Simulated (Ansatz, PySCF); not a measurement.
TiOCl2, SMILES [O]=[Ti]([Cl])[Cl], multiplicity 1.

Geometry: TPSSh-D3(BJ)/def2-SVP. The spin state was assumed, not searched.

Vertical ionisation energy (IE) and electron affinity (EA) in eV. Rows of orbital energies are one-electron estimates. Where ΔSCF, EOM or ADC give a negative EA the extra electron is unbound and the value depends on the basis.

```csv
level,IE,EA
"−ε(HOMO), −ε(LUMO), r2SCAN/def2-TZVPD (PySCF)",8.27,4.82
"−ε(HOMO), −ε(LUMO), PBE/def2-TZVPD (PySCF)",7.92,4.92
"ΔSCF, CAM-B3LYP/def2-SVPD (Ansatz), final states of multiplicity 2 and 2",(withheld),(withheld)
"ΔSCF, PBE/def2-SVPD (Ansatz), final states of multiplicity 2 and 2",11.01,2.10
```

### Question
Complete the blanks. (Estimate from the structure and the level; the computed values follow.)

### Answer

- ΔSCF, CAM-B3LYP/def2-SVPD (Ansatz, a first-principles code), final states of multiplicity 2 and 2, IE: 11.82
- ΔSCF, CAM-B3LYP/def2-SVPD (Ansatz), final states of multiplicity 2 and 2, EA: 2.68

### Question
What vertical singlet–triplet gap does ΔSCF give with CAM-B3LYP/def2-SVPD (Ansatz) and with PBE/def2-SVPD (Ansatz)? (The exact figures need the calculation; the answer reports its results.)

### Answer
3.16 and 3.24 eV (triplet above singlet where positive).
